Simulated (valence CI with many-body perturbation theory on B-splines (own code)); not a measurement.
Results of a calculation; reference values are marked as such.
**La25+: what the settings do**

Level of theory: valence CI with perturbative core correlation (CI+MBPT): four valence electrons over a frozen Dirac-Fock core [Ar] 3d10, a basis of 6 s, 6 p, 5 d, 3 f, 1 g functions for each j, with the one-electron correlation potential Σ1, the two-electron term Σ2, the three-electron term Σ3, Breit, model QED; selected CI, second order for the rest, scaled by the run's own slope (own B-spline code, finite nucleus).

No measured spectrum was set against this ion. As an estimate, levels hold to about 250 cm⁻¹ or 0.2 % of their energy and the worst to 1 %, as in measured heavy ions of charge 2 to 7; those with d or f electrons hold less well.

The reference run has the lowest level (4s^2 4p1/2^2) J=0 and an ionisation energy of 866.954 eV. Its largest variational space holds 9996 state functions.

Levels are named by their leading jj configuration (3d3/2^4 stands for four electrons in 3d with j = 3/2), which in mixed levels can hold well under half, so a name can repeat and another be missing. Letters in brackets count levels of one name in rising energy.

| Level | Reference (cm⁻¹) | Shift (cm⁻¹) |
| --- | --- | --- |
| (4s^2 4p1/2 4p3/2) J=1 | 160241 | -1340 |
| (4s^2 4p1/2 4p3/2) J=2 | 182502 | -858 |
| (4s^2 4p3/2^2) J=2 | 359634 | -2000 |
| (4s^2 4p3/2^2) J=0 | 411130 | -1048 |
| (4s 4p1/2^2 4p3/2) J=2 | 606610 | -2926 |
| (4s 4p1/2^2 4p3/2) J=1 | 685766 | +289 |
| (4s 4p1/2 4p3/2^2) J=2 [a] | 760165 | -3674 |
| (4s 4p1/2 4p3/2^2) J=3 | 800833 | -2700 |
| (4s 4p1/2 4p3/2^2) J=0 | 846560 | -1625 |
| (4s 4p1/2 4p3/2^2) J=2 [b] | 864864 | -434 |
| (4s 4p1/2 4p3/2^2) J=1 [a] | 865838 | -309 |
| (4s 4p1/2 4p3/2^2) J=1 [b] | 911049 | +6146 |

The ionisation energy moves by +3.654 eV.

(1) Which of these changes was made?
A. highest l with Σ1, explicit Σ2 and valence Breit (higher l get mean screening factors) 3 → 0
B. correlating orbitals by l 3 3 3 2 1 → 3 2 5 0 0
C. Davidson tolerance 2e-05 → 0.0003

Answers

(1) A. highest l with Σ1, explicit Σ2 and valence Breit (higher l get mean screening factors) 3 → 0.
